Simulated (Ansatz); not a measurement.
C2HCl3Ge (`C#[C][Ge]([Cl])([Cl])[Cl]`). The species carries charge 0 and has multiplicity 1.

Cartesian coordinates in Å:
```
C 0.924 1.403 -1.246
C 0.393 0.597 -0.529
Ge -0.435 -0.660 0.587
Cl 0.788 -1.064 2.273
Cl -0.761 -2.473 -0.467
Cl -2.305 0.078 1.265
H 1.396 2.118 -1.882
```

(1) List the harmonic frequencies (cm⁻¹, unscaled) at PBE0-D4/def2-TZVP in Ansatz. (An estimate is asked.)

(2) Is this a minimum?

(3) Give the ideal-gas thermochemistry at 298.15 K and 1 bar (rigid rotor, harmonic oscillator; point group C3v, symmetry number 3).

(4) And at 400, 500, 600, 800 and 1000 K?

Answers

(1) Computed: 92, 92, 145, 145, 171, 311, 311, 410, 457, 457, 550, 746, 746, 2179, 3464.

(2) Yes, all 15 modes are real.

(3) Zero-point energy 61.5 kJ/mol; H(298) − E = 85.6 kJ/mol; entropy 379.7 J/(mol·K), of which translation 175.2, rotation 115.1, vibration 89.4; G(298) − E = -27.6 kJ/mol. Modes under 100 cm⁻¹ are hindered rotations or soft bends, so the harmonic entropy is rough.

(4) 
```tsv
T (K)	H − E (kJ/mol)	S (J/mol/K)	G − E (kJ/mol)
400	97.9	415.1	-68.1
500	110.7	443.7	-111.1
600	124.0	467.9	-156.7
800	151.5	507.3	-254.4
1000	179.8	538.9	-359.1
```
